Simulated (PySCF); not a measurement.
# What a mistake does to a calculation on ClGeH4NSi

Calculated results; nothing here was measured. They come from PySCF 2.14.0, an open-source quantum chemistry program, on an isolated molecule that a program drew, which may never have been made. The molecule is ClGeH4NSi (charge 0, singlet), drawn as the SMILES string `Cl[Si][NH][GeH3]`.

Each row is a Hartree-Fock (HF) and frozen-core CCSD(T) single point in the cc-pV(D+d)Z basis, meant for a local HF minimum. Run 1 is clean. Each other run has one planted mistake out of seven kinds, and not every kind appears here: one electron removed, one electron added, multiplicity raised by two, geometry at a saddle point, minimal basis STO-3G, one bond length entered in bohr, all coordinates scaled. The reference is restricted for singlets and unrestricted otherwise, and also for a bond in bohr. Adding or removing an electron swaps singlet and doublet. Electrons count all cores. HOMO and LUMO are orbital energies over both spins, the gradient is its largest component, and the lowest frequency (negative if imaginary) is given only where the gradient is small. Bond lengths are over the 7 bonds as drawn. T1 is the CCSD diagnostic: over 0.02 (restricted) or 0.045 (unrestricted) a single reference is doubtful. Germanium has the cc-pVDZ-PP basis, with a core potential (ECP10MDF) in place of its 10 inner electrons, and its 3s, 3p and 3d shells are frozen in CCSD(T).

Geometry of the clean run:
```xyz
8
ClGeH4NSi, angstrom
Cl   -0.6217   -0.8971   -3.7085
Si   -0.2726   -1.2329   -1.6295
N    -0.5977    0.3213   -1.0289
Ge   -1.1170    1.9567   -1.7881
H    -0.4866    0.3795   -0.0283
H    -1.2179    2.9234   -0.6053
H    -2.4722    1.8034   -2.4680
H    -0.0548    2.4294   -2.7732
```

```
run,electrons,basis functions,<S^2>,HOMO (eV),LUMO (eV),gradient (hartree/bohr),lowest frequency (cm^-1),mean bond (Å),longest bond (Å),T1,HF (hartree),CCSD(T) (hartree),mistake
1,74,103,0.000,-9.41,1.67,2.4e-05,106,1.6137,2.135,0.0142,-1098.65667,-1099.21035,no fault
2,74,103,0.000,-8.76,2.37,1.6e-01,-,1.4555,1.925,0.0114,-1098.55691,-1099.09881,all coordinates scaled
3,74,103,2.006,-7.02,-0.20,3.3e-02,-,1.6137,2.135,0.0160,-1098.57398,-1099.09903,multiplicity raised by two
4,74,103,1.029,-7.46,1.08,1.5e-02,-,1.8295,3.208,0.0182,-1098.54006,-1099.05421,one bond length entered in bohr
5,75,103,0.779,-0.01,7.70,7.6e-02,-,1.6137,2.135,0.0163,-1098.62557,-1099.18132,?
```

**Which mistake was planted in run 5, and what did it cost?**

It counts 75 electrons, one more than the clean run, at the same geometry and basis. So the mistake is: one electron added. Subtracting run 1 and multiplying by 627.51 kcal/mol a hartree, the energy moved by 19.5 kcal/mol in HF and 18.2 kcal/mol in CCSD(T).

Cautions from the logs. Run 5: the added electron raises the CCSD(T) energy, so it isn't bound in this basis.
